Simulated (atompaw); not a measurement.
# Before and after: PAW (atompaw) potential for krypton (Kr)

```
Element                 : Kr (Z = 36)
Generator               : atompaw 4.2.0.5
Type                    : PAW
Functional              : LDA (PW92)
Relativity              : scalar-relativistic
Frozen core             : [Ar]
Valence charge          : 18
Reference configuration : 3d10 4s2 4p3 (charge +3)
Partial waves           : 4s (bound): rc 1.70 bohr; 4s channel at -3.95 Ry: rc 1.15 bohr; 4p (bound): rc 1.70 bohr; 4p channel at -1.7 Ry: rc 1.70 bohr; 3d (bound): rc 1.00 bohr; 3d channel at -8.35 Ry: rc 1.00 bohr
Local potential         : bessel scheme, radius 1.65 bohr
Core correction         : smooth core density matched at 1.35 bohr
Augmentation charge     : sinc compensation charge, radius 1.40 bohr; PAW radius 1.70 bohr; waves and projectors: custom rrkj gramschmidtortho
```

Change: local potential bessel scheme, radius 0.74 bohr.

Cutoffs: the cutoffs (Ry, on a coarse ladder) from which the occupation-weighted sum of valence levels, in a spherical-Bessel basis at the reference potential, stays within 10 and 1 mRy of its value at 400 Ry; they do not see the model core or the augmentation charge, which bear on the density cutoff.

Q: What does the change do?

A: The potential gets neither clearly harder nor softer (160 Ry and 260 Ry → 160 Ry and 260 Ry); both files keep a bound ghost (s); the range in which the s phases agree narrows (upper end 1.2 → -0.4); the range in which the d phases agree widens (upper end -2.0 → at the end of the scan).

```csv
quantity,base,changed
"cutoff, loose",160 Ry,160 Ry
"cutoff, tight",260 Ry,260 Ry
bound ghosts,s,s
s: phases at 1.71 bohr within 0.05 rad from the reference energy up to (Ry; the scan ends near 5),1.2,-0.4
p: phases at 1.71 bohr within 0.05 rad from the reference energy up to (Ry; the scan ends near 5),to the end of the scan,4.8
d: phases at 1.71 bohr within 0.05 rad from the reference energy up to (Ry; the scan ends near 5),-2.0,to the end of the scan
lowest overlap eigenvalue by channel,"s 0.00, p 0.66, d 1.00","s 0.00, p 0.51, d 1.00"
```

 A true bound ghost makes a file unfit for plane-wave use even where its test errors are small: the radial tests pick states by their node count and pass the ghost by. The cutoffs see the waves, projectors and local potential, not the compensation charge or the core.
